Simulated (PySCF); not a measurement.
Mo(O)(NH)(Cl)(Br) (BrClHMoNO), SMILES [NH]=[Mo](=[O])([Cl])[Br], multiplicity 1.

The structure is a stationary point at PBE0-D3(BJ)/def2-SVP. The spin state was assumed, not searched. The structure was generated by enumeration; whether it is a known compound was not checked. The def2 effective core potentials stand for the cores of Mo; spin–orbit coupling is left out.

Two levels are set side by side: PBE/def2-TZVP (PySCF) and HF/def2-TZVP (PySCF). Same geometry, gas phase. Differences are taken from unrounded values.

```csv
quantity,HF,PBE,PBE minus HF
orbital gap (eV),11.52,3.42,-8.10
highest occupied level (eV),-11.56,-7.37,4.19
lowest empty level (eV),-0.05,-3.96,-3.91
dipole moment (D),2.18,1.74,-0.44
mean polarisability (bohr³),75.7,83.3,7.6
```

PBE's occupied levels lie high since its potential decays too fast outside the molecule; exact exchange lowers them and widens the gap. PBE's more diffuse valence density responds more strongly to a field. Differences between two approximate levels are no errors against the true value.

Rough cost on one machine, each run with all the roots and properties that it gave: HF against PBE about 1/2.
